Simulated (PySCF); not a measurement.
# Dipole moment and polarisability of `[SiH3][O][GeH2][GeH2][SiH3]`

Ge₂H₁₀OSi₂.
Cartesian coordinates in Å at the PBE0-D3(BJ)/def2-SVP level; atoms count from 1:
```
atom  x, y, z in Å
Si1    2.1910   -0.8373   -0.5502
O2     1.5873    0.6902   -0.3371
Ge3    0.6784    1.5077    0.9696
Ge4   -1.3657    0.2339    1.2781
Si5   -2.0586   -0.4683   -0.8892
H6     3.5879   -0.9392   -0.0265
H7     2.1885   -1.1594   -2.0061
H8     1.3475   -1.8439    0.1751
H9     1.5867    1.5752    2.2170
H10    0.4046    2.9232    0.4326
H11   -1.1184   -0.9746    2.2008
H12   -2.4363    1.1319    1.9305
H13   -2.2478    0.7380   -1.7502
H14   -3.3426   -1.2305   -0.8245
H15   -1.0061   -1.3387   -1.4942
```

Level: wB97X-D/def2-SVPD (PySCF), static field, nuclei fixed, core orbitals frozen in the response. The polarisability tensor in these axes (au):

```
x   136.35   6.79   3.62
y     6.79 116.84  10.03
z     3.62  10.03 122.07
```

Q: Diagonalise the tensor; give its mean and Δα, where Δα² is half the sum of the squared differences of the eigenvalues.

A: Principal values 108.70, 125.52 and 141.04 au; mean 125.09 au = 18.54 Å³ = 20.62 × 10⁻⁴⁰ C²·m²/J; Δα = 28.02 au (22 % of the mean).

Q: What is the dipole moment, and where does it point?

A: (-0.80, 0.12, 0.91) D, 1.22 D in size, pointing from the negative to the positive side. Measured along this direction, the outermost atoms are H7 at the negative end and H12 at the positive end.

Q: Directions of the eigenvectors, and the extent of the frame along each?

A: Largest value along (0.84, 0.39, 0.37), where the nuclei span 6.37 Å; middle along (-0.52, 0.44, 0.73), 6.30 Å; least along (-0.12, 0.81, -0.57), 3.98 Å. 

Q: Find the Langevin capture rate constant for NH4+ (18.034 u) meeting this molecule (229.869 u), k = 2.342 × 10⁻⁹ cm³/s × √(α in Å³ / reduced mass in u).

A: The reduced mass is 16.72 u, so k = 2.47 × 10⁻⁹ cm³/s. The formula leaves out the permanent dipole, which adds to the capture rate.

Q: Form Σ f/ω² (atomic units) for the 10 lowest TDDFT singlets, given as eV and f, and set it beside the mean polarisability, which is this sum over all singlets: 6.13, 0.0294; 6.88, 0.0632; 6.98, 0.0111; 7.02, 0.3880; 7.07, 0.0404; 7.19, 0.0286; 7.54, 0.0460; 7.54, 0.0072; 7.63, 0.1378; 7.75, 0.0523.

A: They add up to 11.66 au, 9.3 % of the 125.09 au; the largest single term is 5.83 au, from the state at 7.02 eV. Terms in order: 0.58, 0.99, 0.17, 5.83, 0.60, 0.41, 0.60, 0.09, 1.75, 0.65 au. Higher excitations give the rest. The strengths listed sum to 0.804.

Q: Traceless (Buckingham) quadrupole moment about the centre of nuclear charge: eigenvalues?

A: -3.52, 0.61, 2.91 D·Å. The values depend on the origin, since the dipole doesn't vanish. The electronic extent ⟨r²⟩ about the same centre is 1825 bohr², a root-mean-square distance of 2.16 Å for the 110 electrons.

Q: Refractivity n − 1 of an ideal gas of it at 500 K and 1 atm, from the electronic α?

A: N = p/kT = 1.4678 × 10¹⁹ cm⁻³, so n − 1 = 2π × N × 18.54 × 10⁻²⁴ cm³ = 1709 × 10⁻⁶ at long wavelengths.

Geometry: PBE0-D3(BJ)/def2-SVP, one conformer, isolated molecule. The calculation is non-relativistic, for germanium too.
